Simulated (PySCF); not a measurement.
Computed IR spectrum (relative IR intensity) of a molecule C2H7Cl2NSi. The structure is a stationary point at PBE0-D3(BJ)/def2-SVP. One conformer was computed; it need not be the lowest. All values below come from PBE0-D3(BJ)/def2-SVP (PySCF). Frequencies are harmonic and unscaled.

Lines under 2 % of the strongest are left out, and lines within 2 cm⁻¹ are merged.

| ν (cm⁻¹) | relative intensity |
|---|---|
| 270 | 6.3 |
| 318 | 33 |
| 365 | 15 |
| 449 | 2.1 |
| 508 | 22 |
| 599 | 65 |
| 643 | 6.4 |
| 802 | 69 |
| 816 | 80 |
| 820 | 100 |
| 918 | 3.4 |
| 981 | 8.6 |
| 1091 | 6.2 |
| 1109 | 3.4 |
| 1200 | 2.2 |
| 1386 | 3.9 |
| 1462 | 5.5 |
| 1636 | 16 |
| 2271 | 57 |
| 3038 | 11 |
| 3044 | 5.4 |
| 3132 | 8.4 |
| 3140 | 7.8 |
| 3615 | 3.3 |

Question: Pick the molecule that these values belong to.
A) CC[Si](N)(Cl)Cl
B) CN(C)[SiH](Cl)Cl
C) C[C@H](N)[SiH](Cl)Cl
D) C[Si](Cl)(Cl)CN

Answer: C, C[C@H](N)[SiH](Cl)Cl
